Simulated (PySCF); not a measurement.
Working out the ionisation energy of Pt⁺

Pt⁺ [Xe] 4f14 5d9 (2D) → Pt²⁺ [Xe] 4f14 5d8 (3F). Calculation: PySCF 2.14, in aug-cc-pVDZ-PP with ECP60MDF (5s5p4d2f, 54 functions); a scalar-relativistic core potential. Frozen: 5s2 5p6. Energies in hartree (1 hartree = 27.21139 eV):

```tsv
part	Pt⁺ (lower)	Pt²⁺ (upper)
UHF	-118.234344	-117.614113
CCSD correlation	-0.213826	-0.160040
(T)	-0.005992	-0.002768
```

What does Hartree-Fock give?

(-117.614113) − (-118.234344) = 0.620231 hartree = 16.877 eV.

What do CCSD and CCSD(T) give?

The CCSD correlation energies differ by 0.053786 hartree = 1.464 eV and the triples by 0.003224 hartree = 0.088 eV, so CCSD gives 18.341 eV and CCSD(T) 18.429 eV.

Reference: 18.56 ± 0.12 eV (measured; NIST Atomic Spectra Database, ionization energies), between the lowest levels; spin-orbit coupling is absent from the calculation.

A double-zeta basis recovers only part of the correlation energy.

What remains against the reference includes basis incompleteness, the frozen core and higher excitations.
